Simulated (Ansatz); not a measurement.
`[F][Al]([SH])[Cl]` + CH₃SH → `C[S][Al]([F])[Cl]` + H₂S at 400 K and 1 bar (ligand exchange at the Al–S bond).

Isolated molecules relaxed with PBE0-D4/def2-TZVP in Ansatz; ΔE leaves out vibrations. CCSD(T)/CBS adds triple-zeta CCSD(T) − MP2 to the extrapolated MP2 energy (def2 sets, frozen cores). This one scheme is used for every species. One conformer a species, not always the lowest.

```
            species  CCSD(T)/CBS energy (Eh)  H − E (kJ/mol)  S (J/(mol·K))
`[F][Al]([SH])[Cl]`              -1200.16071            62.5          351.3
              CH₃SH               -438.22835           138.7          269.4
`C[S][Al]([F])[Cl]`              -1239.41425           147.9          403.1
                H₂S               -398.97279            53.4          215.9
```

H − E and S are ideal-gas, rigid-rotor, harmonic terms from PBE0-D4/def2-TZVP, for one conformer and one mirror image of each species. 1 Eh = 2625.50 kJ/mol, R = 8.31446 J/(mol·K).

Q: By hand: ΔE, ΔH, ΔS and ΔG.

A: ΔE = (-1239.41425) + (-398.97279) − (-1200.16071) − (-438.22835) = 0.00202 Eh = 5.3 kJ/mol. Δ(H − E) = 147.9 + 53.4 − 62.5 − 138.7 = 0.1, so ΔH = 5.4 kJ/mol. ΔS = 403.1 + 215.9 − 351.3 − 269.4 = -1.7 J/(mol·K). ΔG = 5.4 − 400 × (-1.7)/1000 = 6.1 kJ/mol.

Q: By hand: the equilibrium constant, and the temperature at which ΔG would vanish if ΔH and ΔS stayed fixed.

A: log₁₀ K = −ΔG/(RT ln 10) = -0.8. ΔH and −TΔS have one sign here, so there is no such temperature. One of them is within its doubt of zero, so this could turn.

The number of gas molecules stays the same, so ΔS is small and ΔH decides. A doubt of 5 kJ/mol in ΔE shifts log₁₀ K by 0.7 here. Other conformers and mirror images would add mixing entropy, several J/(mol·K) or more a flexible species. Modes under 60 cm⁻¹, often nearly free rotors, make the harmonic entropy too high. These are equilibria of isolated gas molecules and say nothing of rates. Largest T1 diagnostic: 0.011 (customary marks: 0.02 for closed shells, 0.045 for open ones).
